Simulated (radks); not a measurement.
Question: Pd6+, configuration [Kr] 4d2 5s2 (not the ground configuration). Method: Dirac Kohn-Sham, BLYP, spin-unpolarised, spherical densities, finite nucleus; open shells fill j = l - 1/2 first; Fermi nuclear charge, rms radius 4.5318 fm; computed with a radial shooting solver on a logarithmic mesh with Libxc functionals. Some entries of the table are withheld. Estimate them.

orbital,occ.,eigenvalue (Ry),<1/r> (bohr^-1),<r^2> (bohr^2)
1s1/2,2,-1783.947,48.24,(1)
2s1/2,2,-267.8450,11.09,(2)
2p1/2,2,-249.0955,11.07,0.01685
2p3/2,4,-237.3762,10.43,0.01818
3s1/2,2,-55.20140,3.867,0.1642
3p1/2,2,-47.80897,3.773,0.1598
3p3/2,4,-45.75863,3.618,0.1690
3d3/2,4,-32.68343,3.453,0.1499
3d5/2,6,-32.27326,3.413,0.1527
4s1/2,2,-14.14240,1.532,0.9255
4p1/2,2,-11.73475,1.433,1.033
4p3/2,4,-11.35189,1.389,1.084
4d3/2,2,-7.50561,(3),1.440
4d5/2,0,-7.44655,(4),1.460
5s1/2,2,-5.27672,0.6869,4.243
5p1/2,0,-4.52285,0.6303,5.018
5p3/2,0,-4.43351,0.6166,5.207
4f5/2,0,-3.68756,0.7637,3.013
4f7/2,0,-3.68426,0.7622,3.022
6s1/2,0,-2.74540,0.3872,13.52

Answer: 
(1) 1s1/2 <r^2> (bohr^2): 0.001371
(2) 2s1/2 <r^2> (bohr^2): 0.02250
(3) 4d3/2 <1/r> (bohr^-1): 1.179
(4) 4d5/2 <1/r> (bohr^-1): 1.169
